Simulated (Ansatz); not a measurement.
C5H11N2 (SMILES CC([NH])=NC(C)C), doublet, at a GFN2-xTB geometry; WB97X/STO-3G (Ansatz, a quantum-chemistry and plane-wave program).

Input for Ansatz:
Ansatz 0.2 input:
```yaml
crystal:
  periodic: [false, false, false]
  atoms:
    - {symbol: C, position_ang: [2.41891842, 0.90279200, 0.44617353]}
    - {symbol: C, position_ang: [1.31016557, -0.03311675, 0.07904435]}
    - {symbol: N, position_ang: [1.61308176, -1.19552830, -0.40252968]}
    - {symbol: N, position_ang: [0.08744570, 0.43402249, 0.10973355]}
    - {symbol: C, position_ang: [-1.13411780, -0.27760799, 0.11596649]}
    - {symbol: C, position_ang: [-2.11824686, 0.53318977, 0.97362400]}
    - {symbol: C, position_ang: [-1.68838778, -0.41968557, -1.30880742]}
    - {symbol: H, position_ang: [2.50319489, 0.94925091, 1.53059149]}
    - {symbol: H, position_ang: [3.35377624, 0.53920297, 0.03192811]}
    - {symbol: H, position_ang: [2.20157701, 1.90045636, 0.07604137]}
    - {symbol: H, position_ang: [0.85622260, -1.84755861, -0.56821859]}
    - {symbol: H, position_ang: [-1.02447827, -1.27970132, 0.57083814]}
    - {symbol: H, position_ang: [-2.22848735, 1.53075475, 0.55779028]}
    - {symbol: H, position_ang: [-1.74550099, 0.61839014, 1.99106537]}
    - {symbol: H, position_ang: [-3.08624921, 0.03982254, 0.98888246]}
    - {symbol: H, position_ang: [-2.65309785, -0.92048064, -1.28293733]}
    - {symbol: H, position_ang: [-1.80769702, 0.56344866, -1.75631800]}
    - {symbol: H, position_ang: [-1.00294173, -0.99647408, -1.92609609]}
basis:
  gaussian:
    orbitals: STO-3G
hamiltonian:
  xc: {name: wB97X}
magnetization: {spin_polarized: true, initial_magnetization: 1}
```

It wrote (shortened):

```
Functional definition: wB97X
651 factors; integrals over basis functions are off by at most 3.6e-5 eV
253 factors; integrals over basis functions are off by at most 1.5e-6 eV
mean field evaluation 1: about -8234.9040 eV, gradient 2.0e1 eV
mean field evaluation 2: about -8236.3272 eV, gradient 1.6e1 eV
mean field evaluation 4: about -8237.6758 eV, gradient 1.5e0 eV
mean field evaluation 8: about -8237.6284 eV, gradient 2.0e-1 eV
mean field evaluation 16: about -8237.6356 eV, gradient 7.3e-3 eV
mean field -8237.63565209 eV, -302.7275265442 hartree, gradient 2.0e-5 eV, S^2 0.802099; 2 other end points of the search recorded, 0 dependent functions left out
reference -8237.63562707 eV, -302.7275256248 hartree; 28, 27 occupied and 18, 19 virtual orbitals, 651 factors
Total energy: -8237.63562707 eV, -302.7275256248 hartree
```
